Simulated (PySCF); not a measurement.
CaCl2, triplet, at a GFN2-xTB geometry (such geometries of metal compounds can be far from the true shape) (a higher spin typed on purpose: for a closed-shell molecule this is an excited state), with bond 3-1 at 1.6 times its length; BLYP/def2-SV(P) in PySCF.

The PySCF input:
```python
from pyscf import gto, scf, dft

mol = gto.M(
    atom='''
Ca    0.430953   -1.370442   -0.060155
Cl    0.643528    1.127626   -0.862254
Cl   -2.099423    1.597720    1.528932
''',
    basis='def2-sv(p)',
    charge=0,
    spin=2,
    verbose=4,
)

mf = dft.UKS(mol)
mf.xc = 'blyp'
mf = mf.newton()
mf.kernel()
```

Q: Write the output that PySCF gives for this input, abridged.

A: 
```
PySCF version 2.14.0

[INPUT] verbose = 4
[INPUT] num. atoms = 3
[INPUT] num. electrons = 54
[INPUT] charge = 0
[INPUT] spin (= nelec alpha-beta = 2S) = 2
[INPUT] symmetry False subgroup None
[INPUT] Mole.unit = angstrom
[INPUT] Symbol           X                Y                Z      unit          X                Y                Z       unit  Magmom
[INPUT]  1 Ca     0.430953000000  -1.370442000000  -0.060155000000 AA    0.814383142560  -2.589760049601  -0.113676475023 Bohr   0.0
[INPUT]  2 Cl     0.643528000000   1.127626000000  -0.862254000000 AA    1.216091673489   2.130904310939  -1.629423909811 Bohr   0.0
[INPUT]  3 Cl    -2.099423000000   1.597720000000   1.528932000000 AA   -3.967334489613   3.019253223740   2.889262743084 Bohr   0.0

nuclear repulsion = 152.751920522309
number of shells = 26
number of NR pGTOs = 133
number of NR cGTOs = 60
basis = def2-sv(p)
ecp = {}

******** <class 'pyscf.soscf.newton_ah.SecondOrderUKS'> ********
method = SecondOrderUKS
initial guess = minao
damping factor = 0
level_shift factor = 0
DIIS = <class 'pyscf.scf.diis.CDIIS'>
diis_start_cycle = 1
diis_space = 8
diis_damp = 0
SCF conv_tol = 1e-09
SCF conv_tol_grad = None
SCF max_cycles = 50
direct_scf = True
direct_scf_tol = 1e-13
number electrons alpha = 28  beta = 26
XC library pyscf.dft.libxc version 7.1.2
    S. Lehtola, C. Steigemann, M. J. T. Oliveira, and M. A. L. Marques,  SoftwareX 7, 1–5 (2018)
XC functionals = blyp
    A. D. Becke,  Phys. Rev. A 38, 3098 (1988)
    C. Lee, W. Yang, and R. G. Parr,  Phys. Rev. B 37, 785 (1988)
    B. Miehlich, A. Savin, H. Stoll, and H. Preuss,  Chem. Phys. Lett. 157, 200 (1989)
radial grids:
    Treutler-Ahlrichs [JCP 102, 346 (1995); DOI:10.1063/1.469408] (M4) radial grids

becke partition: Becke, JCP 88, 2547 (1988); DOI:10.1063/1.454033
pruning grids: <function nwchem_prune>
grids dens level: 3
symmetrized grids: False
atomic radii adjust function: <function treutler_atomic_radii_adjust>
small_rho_cutoff = 0
******** <class 'pyscf.dft.uks.UKS'> Newton solver flags ********
SCF tol = 1e-09
conv_tol_grad = None
max. SCF cycles = 50
direct_scf = True
direct_scf_tol = 1e-13
max_cycle_inner = 12
max_stepsize = 0.05
ah_start_tol = 1e+09
ah_level_shift = 0
ah_conv_tol = 1e-12
ah_lindep = 1e-14
ah_start_cycle = 1
ah_max_cycle = 40
ah_grad_trust_region = 2.5
kf_interval = 4
kf_trust_region = 5
canonicalization = True
Set conv_tol_grad to 3.16228e-05
tot grids = 58184

Initial guess E= -1597.57052681916  |g|= 0.235367
macro= 0  E= -1597.61278419512  delta_E= -0.0422574  |g|= 0.235367  2 KF 8 JK
macro= 1  E= -1597.61521166673  delta_E= -0.00242747  |g|= 0.000261409  3 KF 13 JK
macro= 2  E= -1597.61521167317  delta_E= -6.43558e-09  |g|= 5.50228e-05  1 KF 5 JK
macro= 3  E= -1597.61521167317  delta_E= 2.27374e-12  |g|= 1.00132e-05  1 KF 2 JK
Canonicalize SCF orbitals
macro X = 4  E=-1597.61521167317  |g|= 1.00132e-05  total 8 KF 33 JK

converged SCF energy = -1597.61521167317  <S^2> = 2.001358  2S+1 = 3.0009052
```
